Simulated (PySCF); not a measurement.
Radial density of Ag²⁺ (silver, charge +2)

B3LYP, [Kr] 4d9, 2D determinant. Computed with PySCF 2.14 in x2c-SVPall, with the spin-free X2C one-electron Hamiltonian (Gaussian nucleus).

```json
{"r (bohr)": "0.0260", "4πr²ρ (e/bohr)": "59.03", "4πr²(ρα − ρβ)": "0.0001"}
{"r (bohr)": "0.0437", "4πr²ρ (e/bohr)": "51.05", "4πr²(ρα − ρβ)": "0.0017"}
{"r (bohr)": "0.0734", "4πr²ρ (e/bohr)": "68.61", "4πr²(ρα − ρβ)": "0.0171"}
{"r (bohr)": "0.124", "4πr²ρ (e/bohr)": "68.56", "4πr²(ρα − ρβ)": "0.0947"}
{"r (bohr)": "0.208", "4πr²ρ (e/bohr)": "51.60", "4πr²(ρα − ρβ)": "0.2228"}
{"r (bohr)": "0.349", "4πr²ρ (e/bohr)": "54.83", "4πr²(ρα − ρβ)": "0.0674"}
{"r (bohr)": "0.588", "4πr²ρ (e/bohr)": "17.45", "4πr²(ρα − ρβ)": "0.2261"}
{"r (bohr)": "0.989", "4πr²ρ (e/bohr)": "18.09", "4πr²(ρα − ρβ)": "0.9182"}
{"r (bohr)": "1.66", "4πr²ρ (e/bohr)": "5.231", "4πr²(ρα − ρβ)": "0.4251"}
{"r (bohr)": "2.80", "4πr²ρ (e/bohr)": "0.4348", "4πr²(ρα − ρβ)": "0.0361"}
{"r (bohr)": "4.71", "4πr²ρ (e/bohr)": "0.002702", "4πr²(ρα − ρβ)": "0.0001"}
```

Densities and radii are taken from the X2C orbitals without a picture-change correction, which distorts them close to the nucleus.
